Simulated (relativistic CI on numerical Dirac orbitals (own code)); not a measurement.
# Hyperfine structure of Bi XII, mass number 207

Method of calculation: Dirac-Coulomb-Breit CI, separate exchange-only KLI orbitals for each configuration, QED by a radiative potential, unscaled Slater integrals (own radial code, finite nucleus).

CI space (outside the closed core [Kr] 4d10 4f14): 5s2 5p6 5d4, 5s2 5p6 5d3 6s, 5s2 5p6 5d3 5f, 5s2 5p5 5d5, 5s2 5p6 5d3 6p, 5s2 5p6 5d3 5g, 5s2 5p6 5d2 6s 6p, 5s 5p6 5d5, 5s2 5p6 5d2 5f 6s, 5s2 5p6 5d3 6d, 5s2 5p6 5d3 7s, 5s2 5p6 5d3 7p, 5s2 5p5 5d4 6s, 5s2 5p6 5d2 6s2, 5s2 5p6 5d 5f 6s2, 5s2 5p6 5d 6s2 6p, 5s2 5p6 5d 5g 6s2. Double excitations out of closed p, d and f shells are left out; levels of such configurations are missing from the list, as are those of other unlisted configurations, and high levels can miss mixing partners.

Nuclear spin I = 9/2, μ = 4.0729 μN, Q = -0.76 b (tables of Stone and Pyykkö). The electronic factors are computed for point nuclear moments, without core polarisation or the Bohr-Weisskopf and QED corrections.

| Level | E (cm⁻¹) | A (MHz) | B (MHz) |
| --- | --- | --- | --- |
| 5s2 5p6 5d4 5D_1 | 19490.7 | -252.2 | -888 |
| 5s2 5p6 5d4 5D_2 | 31632.1 | 1152 | -1190 |
| 5s2 5p6 5d4 5D_3 | 38207.3 | 2007 | -179 |
| 5s2 5p6 5d4 3G_3 | 62179.0 | 2552 | -603 |
| 5s2 5p6 5d4 3H_5 | 67857.3 | 2690 | -2020 |
| 5s2 5p6 5d4 3P_1 | 69458.8 | 2568 | -1.02 |
| 5s2 5p6 5d4 3H_6 | 72674.0 | 2818 | -2270 |
| 5s2 5p6 5d4 3G_4 | 77681.9 | 3091 | 954 |

Levels with J = 0, under 50 % of one LS term, or S terms without an open s electron are left out. Small factors come from cancelling terms and can be off by tens of per cent or more.

At this charge energies of transitions that change n are usually good to better than 1 %, and those within a shell (Δn = 0) to a few per cent. Terms inside the open d or f shell come out 10 to 20 % too wide with unscaled integrals. Levels and lines within the n = 5 or 6 shells can be off by up to 10 % or somewhat more, and those that change n by about 2 %, since core polarisation is missing.

**Question.** Give the hyperfine levels of 5s2 5p6 5d4 5D_2 relative to its centre of gravity.

**Answer.** With K = F(F + 1) − I(I + 1) − J(J + 1), E = AK/2 + B[¾K(K + 1) − I(I + 1)J(J + 1)]/[2I(2I − 1)J(2J − 1)]: F = 5/2: -13220, F = 7/2: -8664, F = 9/2: -3108, F = 11/2: 3227, F = 13/2: 10070 MHz.

LS names give the leading component of a level, which can be under half, so a name can repeat, a term be missing and a line seem to break the LS rules.
